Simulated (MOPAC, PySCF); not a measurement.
C$_{2}$H$_{4}$S$_{3}$, SMILES `SC1SCS1` (H–S–C–S torsion 94°), neutral singlet in the gas phase. 

Cartesian coordinates (Å):
```xyz
9

S      2.2276     0.1314     0.2457
C      0.6838    -0.4449    -0.4754
S     -0.3034     0.7190    -1.4830
C     -1.5912     0.4894    -0.2280
S     -0.5968    -0.6326     0.7964
H      3.0292    -0.2990    -0.7445
H      0.8740    -1.3707    -1.0149
H     -1.8544     1.4111     0.2892
H     -2.4823     0.0066    -0.6269
```
Charge 0, spin multiplicity 1.

All levels are single points at this geometry (PBE0-D3(BJ)/def2-TZVP); Pople sets use spherical d functions. Orbital energies aren't observables, and empty levels follow the basis.

```tsv
level	HOMO (eV)	LUMO (eV)	gap (eV)	dipole (D)	vertical IE, Delta-SCF (eV)
PBE0-D3(BJ)/def2-TZVP in PySCF	-6.82	-1.29	5.53	1.24	8.77
B3LYP/6-311+G** in PySCF	-6.67	-1.61	5.06	1.28	–
B3LYP/6-31G* in PySCF	-6.51	-1.28	5.22	1.38	8.73
BP86/6-31G* in PySCF	-5.62	-2.17	3.45	1.38	–
SVWN5/6-31G* in PySCF	-5.58	-2.24	3.34	1.43	–
PM3 in MOPAC	-9.48	-1.27	8.21	1.62	–
```
